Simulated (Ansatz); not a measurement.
CH₄ClFMoO₃ (`C[O][Mo](=[O])([OH])([F])[Cl]`), relaxed with RKS PBE0-D4/def2-TZVP in Ansatz 0.2.0 from a PBE-D4/def2-SVP geometry. The force threshold is 0.005 eV/Å; the program also tests the step.

Charge 0, multiplicity 1. Mo takes the def2 core potential.

Start:

```xyz
11

C     0.602    1.750    0.366
O     0.821    0.506   -0.240
Mo    0.040   -1.179   -0.206
O     1.124   -2.066   -1.132
O    -1.372   -0.429   -1.246
F    -1.239   -2.517    0.163
Cl    0.521   -1.258    2.076
H     0.669    1.626    1.473
H    -0.412    2.131    0.109
H     1.372    2.471    0.023
H    -2.127   -1.036   -1.387
```

| step | energy (eV) | largest force (eV/Å) | largest move (Å) |
| --- | --- | --- | --- |
| 1 | -24334.0081 | 1.503 | 0.000 |
| 2 | -24334.0855 | 0.263 | 0.053 |
| 3 | -24334.0905 | 0.052 | 0.027 |
| 4 | -24334.0918 | 0.043 | 0.018 |
| 5 | -24334.0924 | 0.039 | 0.013 |
| 6 | -24334.0941 | 0.078 | 0.059 |
| 7 | -24334.0951 | 0.099 | 0.040 |
| 8 | -24334.0964 | 0.103 | 0.070 |
| 9 | -24334.0970 | 0.077 | 0.020 |
| 10 (rejected) | -24334.0966 | 0.059 | 0.037 |
| 11 | -24334.0971 | 0.070 | 0.018 |
| 12 | -24334.0976 | 0.022 | 0.026 |
| 13 | -24334.0976 | 0.007 | 0.003 |
| 14 | -24334.0977 | 0.022 | 0.007 |
| 15 | -24334.0977 | 0.008 | 0.003 |
| 16 | -24334.0977 | 0.004 | 0.003 |

End:

```xyz
11

C     0.542    1.721    0.309
O     0.912    0.446   -0.129
Mo    0.104   -1.195   -0.154
O     1.131   -2.051   -1.125
O    -1.267   -0.293   -1.106
F    -1.264   -2.451    0.093
Cl    0.574   -1.505    2.065
H     0.499    1.732    1.403
H    -0.445    1.967   -0.096
H     1.282    2.443   -0.040
H    -2.069   -0.815   -1.220
```

It took 42 s on 4 threads of an AMD EPYC 9R45 on a shared host, with 0.9 GiB of host memory at the peak.
